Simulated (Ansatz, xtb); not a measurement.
**Two isomers of C4H10BNS**

Structure I is `CB(C)NC(C)=S`, a singlet and structure II is `NB1CCCCS1`, a singlet. Both are isolated molecules in the gas phase, relaxed with B3LYP/def2-SVP; each stands in its lowest conformer found.

Quicker runs give these differences E(II) − E(I): GFN2-xTB −0.828 eV; HF/STO-3G −2.417 eV (at GFN2-xTB geometries); r2SCAN-D4/def2-SVP −0.936 eV (at GFN2-xTB geometries).

Question: Estimate E(II) − E(I) at the level CCSD(T)/def2-SVP + ΔMP2/def2-TZVPP.

Answer: Calculated at CCSD(T)/def2-SVP + ΔMP2/def2-TZVPP: E(II) − E(I) = −1.003 eV, so structure II lies lower.

How the difference moves with the method:

```json
{"level": "GFN2-xTB", "geometry": "GFN2-xTB", "E(II) − E(I) (eV)": "−0.828", "departure from the last row (eV)": "+0.174", "job, with rough time for the two": "optimisation, 0.36 s"}
{"level": "HF/STO-3G", "geometry": "GFN2-xTB", "E(II) − E(I) (eV)": "−2.417", "departure from the last row (eV)": "−1.414", "job, with rough time for the two": "single point, 0.44 s"}
{"level": "r2SCAN-D4/def2-SVP", "geometry": "GFN2-xTB", "E(II) − E(I) (eV)": "−0.936", "departure from the last row (eV)": "+0.067", "job, with rough time for the two": "single point, 4.6 s"}
{"level": "B3LYP/def2-SVP", "geometry": "B3LYP/def2-SVP", "E(II) − E(I) (eV)": "−0.781", "departure from the last row (eV)": "+0.222", "job, with rough time for the two": "optimisation, 61 s"}
{"level": "HF/def2-SVP", "geometry": "B3LYP/def2-SVP", "E(II) − E(I) (eV)": "−0.939", "departure from the last row (eV)": "+0.064", "job, with rough time for the two": "part of the CCSD(T) run"}
{"level": "MP2/def2-SVP", "geometry": "B3LYP/def2-SVP", "E(II) − E(I) (eV)": "−1.061", "departure from the last row (eV)": "−0.058", "job, with rough time for the two": "part of the CCSD(T) run"}
{"level": "CCSD(T)/def2-SVP", "geometry": "B3LYP/def2-SVP", "E(II) − E(I) (eV)": "−0.991", "departure from the last row (eV)": "+0.012", "job, with rough time for the two": "single point"}
{"level": "CCSD(T)/def2-SVP + ΔMP2/def2-TZVPP", "geometry": "B3LYP/def2-SVP", "E(II) − E(I) (eV)": "−1.003", "departure from the last row (eV)": "", "job, with rough time for the two": "single point, 94 s"}
```

As drawn, II has 2 C–C, 1 C–S, 1 B–S, 1 N–H in place of 1 C–B, 1 C–N, 1 C=S, 1 C–H. Structure I has no ring, II a 6-membered ring.

The levels shown agree on the order. The largest departure from CCSD(T)/def2-SVP + ΔMP2/def2-TZVPP is that of HF/STO-3G, 1.414 eV. The last row adds to CCSD(T) the change of the MP2 difference between the two basis sets, here −0.012 eV.

With thermal terms from frequencies at re-optimised GFN2-xTB minima (ideal gas, soft modes damped towards free rotors, one conformer each, 298.15 K, 1 atm): the zero-point term adds +0.125 eV; ΔH is −0.934 and ΔG −0.798 eV.

The correlated steps freeze 11 core orbitals. Codes used: Ansatz 0.2.0, xtb 6.7.1; the last row on 4 threads of Arm Neoverse V1 on a shared host.
